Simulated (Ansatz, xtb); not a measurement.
# A geometry optimisation of AlBrFGeH+ with r2SCAN-D4/def2-SVP

The starting geometry of this gas-phase doublet has its atoms placed at random.

```xyz
5

Al    0.2799   -0.9631    1.1772
Br    0.3279   -0.0045   -1.6633
F     0.5559    0.4311    1.8337
Ge   -0.7944    1.6450   -0.4204
H    -0.3787    0.3721   -0.1993
```

**Question.** Guess where an optimisation with r2SCAN-D4/def2-SVP ends from this start.

**Answer.** It ends as a structure with Br2 bridging Al1 and Ge4, F3 bridging Ge4 and Al1, H5 bridging Al1 and Ge4, given below by its coordinates. Distances that change by over a tenth: Al1–F3 (1.57 → 1.80 Å), Br2–Ge4 (2.35 → 2.59 Å), F3–Ge4 (2.89 → 2.06 Å), Ge4–H5 (1.36 → 1.76 Å). Contacts that open: Br2–H5 (1.67 → 2.87 Å). Contacts that close: Al1–Br2 (3.00 → 2.42 Å), Al1–Ge4 (3.24 → 2.67 Å), Al1–H5 (2.03 → 1.80 Å).

The energy falls by 4.48 eV over 16 steps:

```csv
step,E − E(last) (eV)
1,4.478
3,1.622
4,1.121
6,0.642
8,0.424
9,0.334
11,0.054
13,0.005
14,0.000
16,0.000
```

Final geometry (Å):

```yaml
atoms:
  - { symbol: Al, position_ang: [0.2319, -0.8477, 0.6861] }
  - { symbol: Br, position_ang: [0.8709, -0.0817, -1.5231] }
  - { symbol: F, position_ang: [0.7066, 0.7693, 1.3165] }
  - { symbol: Ge, position_ang: [-0.5329, 1.5783, -0.1151] }
  - { symbol: H, position_ang: [-1.2859, 0.0623, 0.3636] }
```

From the same start GFN2-xTB ends elsewhere, in pieces: AlFH + BrGe.

From so rough a start the end depends on the optimiser's path, so another program may land elsewhere. The end wasn't checked by frequencies. Open shells are spin-unrestricted. Run with Ansatz 0.2.0, 93 s on 2 threads of Intel(R) Xeon(R) Platinum 8375C CPU @ 2.90GHz (Ice Lake) (shared host).
